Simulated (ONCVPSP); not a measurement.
# cadmium (Cd): from the effect back to the setting (ONCV)

Base potential:

ONCVPSP 4.0.1 input, shortened (lines: element, Z, core and valence counts, functional; n l f; lmax; l rc ep ncon nbas qcut; lloc lpopt rc5 dvloc0; l nproj debl; icmod fcfact rcfact), PBE, scalar-relativistic:

```
  Cd 48.00    6    4        4      upf
    1    0    2.00
    2    0    2.00
    2    1    6.00
    3    0    2.00
    3    1    6.00
    3    2   10.00
    4    0    2.00
    4    1    6.00
    4    2   10.00
    5    0    2.00
    2
    0    1.45    0.00    3    6    9.70
    1    1.40    0.00    4    9   10.00
    2    1.50    0.00    4    9   12.70
    4    4    1.10    4.00
    0    2    2.50
    1    1    2.80
    2    3    2.20
    0    0.00    0.00
```

Cutoffs, loose and tight: the cutoffs (Ha) at which the residual kinetic energy of the hardest occupied pseudo-wave falls to 1 and 0.1 mHa per electron. They do not see the model core or the augmentation charge, which bear on the density cutoff. Test errors are all-electron minus pseudo excitation energies from the reference, over the configurations 4s2 4p6 4d10 5s1; 4s2 4p6 4d10 5s0; 4s2 4p6 4d9 5s0; 4s2 4p5 4d10 5s2; variants that change the core or the reference have their own tests.

Only the scale of all radii (base = 1) is moved (1 further runs of the sweep failed or gave no value and are left out):

| scale of all radii (base = 1) | cutoff, loose | cutoff, tight | bound ghosts | largest test error (meV) | median size of the test errors |
| --- | --- | --- | --- | --- | --- |
| 0.81 | 41 Ha | 50 Ha | none | -48 | 6.3 meV |
| 0.87 | 40 Ha | 50 Ha | none | -52 | 6.7 meV |
| 0.95 | 41 Ha | 50 Ha | none | -61 | 6.9 meV |
| 1.16 | 31 Ha | 36 Ha | none | -111 | 8.3 meV |
| 1.33 | 32 Ha | 38 Ha | none | -134 | 9.4 meV |

**Question.** One more run gave cutoff, loose: 40 Ha; cutoff, tight: 48 Ha; bound ghosts: none; largest test error (meV): -74; median size of the test errors: 7.2 meV. Which value of the scale of all radii (base = 1) was used?

**Answer.** 1.05. The median size of the test errors moves one way along this sweep, from 6.3 meV at 0.81 to 9.4 meV at 1.33, which places the run between 0.95 and 1.16.
